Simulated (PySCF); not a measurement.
Relaxation of singlet GeO₂

These are results of PySCF, B3LYP, basis Ge def2-TZVP, O def2-TZVP (no relativity, density fitting), not measurements. A (50,194) grid was used.

A hand-made bent start, of C2v symmetry, held to at least that symmetry:

```xyz
3
charge 0 multiplicity 1, angstrom
Ge    0.0000    0.0000   -0.2910
O     1.3762    0.0000    0.6725
O    -1.3762    0.0000    0.6725
```

**Question.** What forces act on the atoms at the start (eV/Å)?

**Answer.** 
| atom | Fx | Fy | Fz |
| --- | --- | --- | --- |
| Ge1 | 0.00 | 0.00 | 3.40 |
| O2 | 0.90 | 0.00 | -1.70 |
| O3 | -0.90 | 0.00 | -1.70 |

**Question.** What does it relax to?

**Answer.** It ends at D∞h with Ge–O 1.624 Å (×2); O–Ge–O 180.0°. A frequency run shows a minimum. Other isomers or separated fragments may lie lower.

**Question.** How much energy is released, and in how many steps?

**Answer.** 171.0 kJ/mol in 7 steps.
